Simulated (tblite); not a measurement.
I4Zr, triplet, at a GFN2-xTB geometry (such geometries of metal compounds can be far from the true shape) (the multiplicity is a formal guess); tblite with GFN1-xTB.

The tblite input:
```
$ tblite run mol.xyz --method gfn1 --charge 0 --spin 2 --spin-polarized --json tblite.json --no-restart

# file mol.xyz
5

Zr    -0.00000000    -0.00000000    -0.00000000
I      2.22836995    -0.66220960    -1.64287282
I      0.88226637     0.41136459     2.67498982
I     -1.22200803     2.37986734    -0.97268345
I     -1.88862829    -2.12902234    -0.05943355
```

The log (banner, timings and long lists left out):

```
xTB calculator
 | screened Coulomb repulsion
 | Coulomb electrostatics
 |  * isotropic Klopman-Ohno-Mataga-Nishimoto electrostatics
 |  * onsite third-order electrostatics
 | DFT-D3(BJ) dispersion correction
 | Interactions (1)
 | [1] spin polarization

halogen bonding energy    0.0000000000000E+00 Eh
repulsion energy          4.1542448521157E-02 Eh
dispersion energy        -4.4454202760584E-03 Eh
interaction energy        0.0000000000000E+00 Eh
number of electrons       3.2000000000000E+01 e
integral cutoff           4.0000000000000E+01 bohr

------------------------------------------------------------
  cycle        total energy    energy error   density error
------------------------------------------------------------
      1     -17.21102876149  -1.7248126E+01   4.5705365E-01
      2     -17.29878661660  -8.7757855E-02   2.5621255E-01
      3     -17.28938735386   9.3992627E-03   1.1079063E-01
      4     -17.26544318119   2.3944173E-02   1.3945011E-01
      5     -17.30302568214  -3.7582501E-02   9.4898551E-03
      6     -17.30297376826   5.1913883E-05   1.1402941E-02
      7     -17.30186730979   1.1064585E-03   2.1699961E-02
      8     -17.30288662349  -1.0193137E-03   8.8790397E-03
      9     -17.30310034557  -2.1372208E-04   2.9234296E-03
     10     -17.30309969928   6.4628830E-07   2.4670528E-03
     11     -17.30311198510  -1.2285823E-05   1.2752081E-03
     12     -17.30311465710  -2.6719966E-06   1.4851207E-04
     13     -17.30311462552   3.1576253E-08   2.0632729E-04
     14     -17.30311469690  -7.1378921E-08   1.8150478E-06
------------------------------------------------------------

electronic energy        -1.7340211725148E+01 Eh
total energy             -1.7303114696903E+01 Eh

Post processing:
 | Mayer-Wiberg bond orders

[Info] JSON dump of results written to 'tblite.json'
```
